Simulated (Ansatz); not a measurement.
A structure relaxed at PBE0-D4/def2-TZVP, charge 0, multiplicity 2:

```
atom    x (Å)    y (Å)    z (Å)
  C1  -0.0198  -0.6812  -0.2425
 Al2  -0.1986   1.2603  -0.4853
 Br3   0.1797   2.5936   1.3343
  H4  -0.9629  -1.1821  -0.4785
  H5   0.2587  -0.9101   0.7889
  H6   0.7430  -1.0805  -0.9168
```

(1) Give its formula and SMILES.

(2) Point group (tolerance 0.08 Å, 0.16 Å for H)?

(3) Summarise the bond lengths by kind.

Results:

(1) CH3AlBr, `[CH3][Al][Br]`.

(2) Cs.

(3) 1 × Al–C 1.965 Å; 3 × C–H 1.093 to 1.094 Å; 1 × Al–Br 2.287 Å.

All numbers were calculated with Ansatz.
